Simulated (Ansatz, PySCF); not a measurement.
Stretching the Sn1–H2 bond in FHSn (SMILES [F][SnH]) (multiplicity 1 held, fragments rigid). Energies count from the point at 1.793 Å.
Geometry at that point (charge 0, multiplicity 1):
```csv
atom,x (Å),y (Å),z (Å)
Sn,-0.0910,-0.1737,0.2189
H,-1.0351,-1.0891,-1.0004
F,0.6204,1.0860,-1.1050
```

R- and RO- levels are restricted; in cc, def2 and unpolarised 6-31G sets they are followed outwards from rest. U- levels take the lowest unrestricted solution at each point, which mixes spins at long bonds. Active spaces are followed from a long bond inwards. Left out are points that failed, MP2 points that dive below the minimum, coupled-cluster points behind a jump of the amplitudes or a sharp parting from full CI or MRCI, small-basis points behind a change of solution, and semi-empirical points at long bonds. Curves can end on different states.

Frozen-core correlation. Filled d and f shells under p-block atoms count as core. Rows in LANL2DZ carry no dispersion term and start afresh at each structure. LANL2DZ brings its own core potentials from Na on.

Programs: Ansatz (a first-principles code) with Gaussian orbitals; PySCF for LANL2DZ rows.  In def2 rows elements past Kr take small-core potentials, without spin–orbit coupling.

Energies in kcal/mol.

| R (Å) | U-r2SCAN/def2-TZVPP | R-B3LYP/LANL2DZ | R-MP2/def2-TZVPP | FIC-MRCISD+Q on CASSCF(2,2)/def2-TZVPP |
|---|---|---|---|---|
| 1.435 | 24.7 | 25.0 | 25.5 | 26.1 |
| 1.614 | 4.5 | 4.9 | … | 4.8 |
| 1.793 | 0.0 | 0.0 | 0.0 | 0.0 |
| 1.973 | 3.3 | 3.0 | 3.9 | 3.3 |
| 2.152 | 10.3 | 9.9 | 11.8 | 10.4 |
| 2.421 | 23.3 | 23.2 | … | 23.3 |
| 2.690 | 36.3 | 37.0 | 40.8 | 35.5 |
| 3.138 | 50.3 | 57.2 | 61.8 | 51.0 |
| 3.587 | 57.2 | 72.8 | 77.5 | 59.6 |
| 4.125 | 61.3 | 85.8 | 89.5 | 63.6 |
| 4.842 | 63.5 | left out | 95.6 | 65.0 |
| 5.739 | 64.2 | left out | 91.4 | 65.3 |

### Question
Fill in the missing entries.

### Answer

- 2.421, R-MP2/def2-TZVPP: 26.2
- 1.614, R-MP2/def2-TZVPP: 4.4

Doubts at one or more of the structures used: a spin-contaminated determinant (U-r2SCAN/def2-TZVPP); a restricted determinant that unrestricted orbitals would lower (R-MP2/def2-TZVPP).
